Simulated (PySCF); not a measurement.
Coordinates in bohr (charge 1 multiplicity 3):
```
Pt    0.2775    0.0000    0.0000
Cl   -3.8542    0.0000    0.0000
Cl    1.1546    4.0162    0.0000
Cl    1.1546   -4.0162    0.0000
```

These are results of PySCF, UPBE0, basis Pt def2-SVP with ECP60, Cl def2-SVP (scalar-relativistic core potentials, no spin–orbit coupling, density fitting), not measurements.

This geometry of PtCl₃⁺ is a stationary point at this level.

Question: What is the point group?

Answer: C2v.

Question: Is it a minimum?

Answer: Yes: all harmonic wavenumbers are real.

Question: Which band is strongest in the infrared?

Answer: 434 cm⁻¹ (b2), 25 km/mol.

Question: What are the dipole moment and the gap between the highest occupied and lowest empty levels of either spin?

Answer: 0.35 D about the centre of mass and 2.35 eV.

Other isomers or separated fragments may lie lower. Open d and f shells are described by one determinant, and the ground state may have another occupation or spin. Spin–orbit coupling, left out here, can matter for elements this heavy.
